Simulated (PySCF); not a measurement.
**Trend along group 15: MBr molecules**

CCSD(T) with triple-zeta basis sets in PySCF, for the lowest determinant that a PBE0 search found; no spin–orbit coupling. De refers to high-spin ground-configuration atoms.

```tsv
M	basis	reference, frozen orbitals	state (unpaired electrons)	Re (Å)	ωe (cm⁻¹)	De (eV)
P	def2-TZVPPD	UHF, 14	triplet (π ↑↑)	2.190	429	2.66
Sb	x2c-TZVPPall	UHF, 27	triplet (π ↑↑)	2.495	259	2.51
Bi	def2-TZVPP	UHF, 13	triplet (π ↑↑)	2.592	225	2.47
```

The shortest bond is that of PBr (2.190 Å), the longest that of BiBr (2.592 Å).

The rows differ in basis set, which adds steps of its own.

Down a group the atoms grow and get heavier, so bonds lengthen and wavenumbers fall; this series shows no clear exception.

Correlated steps freeze the inner cores (13 to 27 orbitals); shallow outer-core shells are correlated. These are scalar-relativistic numbers at best; spin–orbit coupling would shift them, the dissociation energy most. States were picked by a PBE0 search and need not be the measured ground states.
